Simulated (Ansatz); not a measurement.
Consider the atomization: `C=C(C)C(CC)CC` → 8 C• + 16 H•.

Isolated molecules relaxed with PBE0-D4/def2-TZVP in Ansatz; ΔE leaves out vibrations. CCSD(T)/CBS adds triple-zeta CCSD(T) − MP2 to the extrapolated MP2 energy (def2 sets, frozen cores). This one scheme is used for every species, atoms too. Functionals use def2-TZVPP. Open shells (•) are unrestricted, without spin–orbit coupling. Spin–orbit coupling would lower the free atoms: a little for C. Each species was taken in one conformer, which may not be the lowest.

`C=C(C)C(CC)CC`:

Z-matrix (Å, degrees):
```
C
C 1 1.497
H 1 1.094 2 111.4
H 1 1.094 2 111.4 3 -118.9
H 1 1.090 2 111.1 3 120.6
C 2 1.509 1 117.5 3 59.1
C 2 1.329 1 121.3 3 -120.9
C 6 1.531 2 112.2 1 62.2
C 6 1.531 2 112.2 1 -62.6
H 6 1.098 2 106.8 1 179.8
H 7 1.085 2 121.3 1 -180.0
H 7 1.085 2 121.6 1 0.0
C 8 1.518 6 114.0 2 57.7
H 8 1.095 6 107.9 2 179.7
H 8 1.096 6 109.3 2 -65.7
C 9 1.518 6 114.0 2 -57.9
H 9 1.096 6 109.3 2 65.6
H 9 1.095 6 107.9 2 -179.9
H 13 1.094 8 111.0 6 57.8
H 13 1.092 8 111.2 6 177.8
H 13 1.092 8 111.5 6 -61.5
H 16 1.094 9 111.0 6 -57.9
H 16 1.092 9 111.5 6 61.5
H 16 1.092 9 111.2 6 -177.9
```

CCSD(T)/CBS gives +9773.6 kJ/mol.

Question: Another level gave +9764.3 kJ/mol. Which?
A. PBE/def2-TZVPP
B. LC-ωPBE/def2-TZVPP
C. PBE0/def2-TZVPP
D. CCSD/def2-TZVPP

Answer: B. LC-ωPBE 9764.3, PBE0 9808.4, CCSD/def2-TZVPP 9458.2, PBE 9905.1 kJ/mol.

Largest T1 diagnostic among the species: 0.009.

Leaving LDA and LC-ωPBE aside and taking each functional with its dispersion term where it has one, the values, not all of them listed here, spread over 382.3 kJ/mol, from BHLYP-D4 to PBE-D4. LDA lies +1167.4 kJ/mol from PBE without D4, its usual overbinding. From r2SCAN to r2SCAN0 (25 % exact exchange), in def2-TZVPP and without D4, ΔE moves by −80.6 kJ/mol: exact exchange takes away binding that semilocal exchange gives to molecules.

For atomizations the MP2-based limit and the directly extrapolated one differ by several kJ/mol either way, and by 10 to 25 for some Ge, Se and Sn compounds, so smaller differences from it don't rank the levels.
